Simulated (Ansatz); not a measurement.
Mulliken charges of ClFHOY, SMILES `[OH][Y]([F])[Cl]` from ωB97M-V/def2-TZVPP in Ansatz (PBE0-D4/def2-TZVP geometry).

```csv
atom,x (Å),y (Å),z (Å),charge (e)
O1,0.540,1.272,0.449,-0.542
Y2,-0.125,-0.516,-0.134,1.177
F3,1.021,-2.103,0.236,-0.472
Cl4,-2.307,-0.772,-1.285,-0.335
H5,0.871,2.119,0.734,0.171
```

Task: By hand: the dipole of these point charges (1 e Å = 4.8032 D).

Result: Σ q r = (0.000, 0.317, 0.044) e Å, of length 0.320 e Å = 1.54 D.

Task: How does the dipole of the full density compare? (Estimate.)

Result: Ansatz gave: (0.315, 0.458, 0.224) e Å, 2.88 D; the point charges give 0.53 times that, at 36° from its direction.

Point charges leave out the atoms' own dipoles, such as those of lone pairs, and Mulliken's split depends on the basis, so the two needn't agree.
